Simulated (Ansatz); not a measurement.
This geometry of H₂OSb (4 atoms, charge -1, multiplicity 1) is a first-order saddle point.

Method: RKS PBE0-D4/def2-TZVP in Ansatz.

```xyz
4
Properties=species:S:1:pos:R:3
O -1.933 0.181 -0.625
Sb -0.294 -0.490 0.042
H 1.782 -0.771 0.735
H 0.444 1.080 -0.152
```

Q: Which two structures does it join? (They come from a converged band through this point; their orientation in space is the band's.)

A: No bond is made or broken. The height of Sb2 over the plane of its neighbours goes from -0.87 to 0.87 Å. The two ends are copies of one structure, up to a mirror image or an exchange of like atoms.

Initial state:

```xyz
4
Properties=species:S:1:pos:R:3
O -1.704 -0.271 -0.104
Sb 0.089 -0.239 -0.607
H 0.958 -0.868 0.819
H 0.658 1.377 -0.108
```

Final state:

```xyz
4
Properties=species:S:1:pos:R:3
O -1.581 -0.437 -0.547
Sb -0.242 0.206 0.577
H 1.061 -1.007 0.448
H 0.761 1.238 -0.479
```

Q: How far does it lie above each of them?

A: 2.32 eV above the first and 2.32 eV above the second. This is the barrier of this one path; another mechanism may lie lower. Limits of this set-up: an anion without diffuse functions, the dipole of an ion depends on the origin.

The run took 2.1 min on 1 CPU thread of a shared host.
